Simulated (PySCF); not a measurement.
TeCl2, SMILES Cl[Te]Cl. Heavy atoms are numbered as in [Te:1]([Cl:2])[Cl:3].

Geometry optimised at PBE-D3(BJ)/def2-TZVP. The isomer is the one that the SMILES or the coordinates give; other isomers of the formula were not compared. The def2 effective core potentials stand for the cores of Te; spin–orbit coupling is left out.

Method: r2SCAN/def2-TZVPD (PySCF).

Mulliken values depend strongly on the basis, most of all with diffuse functions as here. ESP charges are fitted to the potential on shells at 1.4 to 2.0 van der Waals radii. Atomic charges (e), one atom of each kind:

```csv
atom,Mulliken,ESP fit
Te1,0.47,0.23
Cl2,-0.23,-0.12
```
